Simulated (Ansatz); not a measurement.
Ga2As3⁻. Charge -1, multiplicity 5. Geometry r2SCAN-D4/def2-SVPD; atoms count from 1.

Cartesian coordinates in Å:
```
Ga 0.0329 -0.9844 0.9975
Ga 0.6400 1.0630 -0.6511
As 2.1679 0.2544 1.1138
As -1.9059 0.5976 0.0403
As -0.9350 -0.9306 -1.5005
```

At PBE0-D4/def2-TZVPD a singlet of charge -1 lies 1.32 eV below the quintet, each at its own geometry. The structure comes from a short search, and lower isomers may exist.

**Question.** Estimate the Mulliken populations from the PBE0/def2-TZVPD orbitals of Ansatz.

**Answer.** 
```json
{"atom": "Ga1", "charge (e)": "0.00", "spin (α − β)": "0.61"}
{"atom": "Ga2", "charge (e)": "0.00", "spin (α − β)": "0.61"}
{"atom": "As3", "charge (e)": "-0.34", "spin (α − β)": "1.20"}
{"atom": "As4", "charge (e)": "-0.33", "spin (α − β)": "0.79"}
{"atom": "As5", "charge (e)": "-0.33", "spin (α − β)": "0.79"}
```
Mulliken values and Mayer orders depend strongly on the basis. With diffuse functions, as here, like atoms can get unlike values, and bond orders can come out too low or too high.

**Question.** Where does the spin sit?

**Answer.** Summed by element: Ga 1.22, As 2.78, of 4 unpaired in all. Largest on single atoms: As3 1.20, As5 0.79, As4 0.79.

**Question.** And the Mayer bond orders between bonded heavy atoms (over 0.3)?

**Answer.** Ga1–Ga2 0.30 (2.70 Å); Ga1–As3 0.93 (2.47 Å); Ga1–As4 0.58 (2.68 Å); Ga1–As5 0.58 (2.68 Å); Ga2–As3 0.93 (2.47 Å); Ga2–As4 0.58 (2.68 Å); Ga2–As5 0.58 (2.68 Å); As4–As5 1.26 (2.38 Å).
